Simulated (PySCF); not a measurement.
**Correlation energy of Ne (neon, neutral)**

[Ne], closed-shell 1S. Calculation: PySCF 2.14, in def2-TZVPPD; the non-relativistic Hamiltonian (point nucleus). Frozen: 1s2; 8 electrons correlated.

| level | correlation energy (mhartree) |
| --- | --- |
| CCSD | -266.44 |
| (T) | -4.43 |
| CCSD(T) | -270.87 |
| CCSDT | -270.91 |

Diagnostics: T1 = 0.0077, D1 = 0.0121, largest double amplitude 0.027.

Cost of the coupled-cluster step: of the order of 0.5 core-seconds, for 8 correlated electrons.

Iterations:

```
CC2 = 0
CCSD nocc = 4, nmo = 39
frozen orbitals [0]
max_cycle = 100
direct = 0
conv_tol = 1e-08
conv_tol_normt = 1e-06
diis_space = 8
diis_start_cycle = 0
Init t2, MP2 energy = -128.805690650869  E_corr(MP2) -0.263888125507133
Init E_corr(CCSD) = -0.263888125596321
cycle = 1  E_corr(CCSD) = -0.263147414416966  dE = 0.000740711179  norm(t1,t2) = 0.0224257
cycle = 2  E_corr(CCSD) = -0.26624318798258  dE = -0.00309577357  norm(t1,t2) = 0.00544859
cycle = 3  E_corr(CCSD) = -0.266233666598951  dE = 9.52138363e-06  norm(t1,t2) = 0.0026238
cycle = 4  E_corr(CCSD) = -0.266445651836944  dE = -0.000211985238  norm(t1,t2) = 0.000751602
cycle = 5  E_corr(CCSD) = -0.266450364033933  dE = -4.71219699e-06  norm(t1,t2) = 0.000114938
cycle = 6  E_corr(CCSD) = -0.266443789981302  dE = 6.57405263e-06  norm(t1,t2) = 3.27465e-05
cycle = 7  E_corr(CCSD) = -0.266443159714091  dE = 6.30267211e-07  norm(t1,t2) = 4.16064e-06
cycle = 8  E_corr(CCSD) = -0.266443319518359  dE = -1.59804269e-07  norm(t1,t2) = 1.42682e-06
cycle = 9  E_corr(CCSD) = -0.266443335500807  dE = -1.59824479e-08  norm(t1,t2) = 1.51387e-07
cycle = 10  E_corr(CCSD) = -0.266443329218673  dE = 6.28213453e-09  norm(t1,t2) = 3.10229e-08
CCSD converged
E(CCSD) = -128.8082458545808  E_corr = -0.2664433292186728
CCSD(T) correction = -0.00443408413907981
```
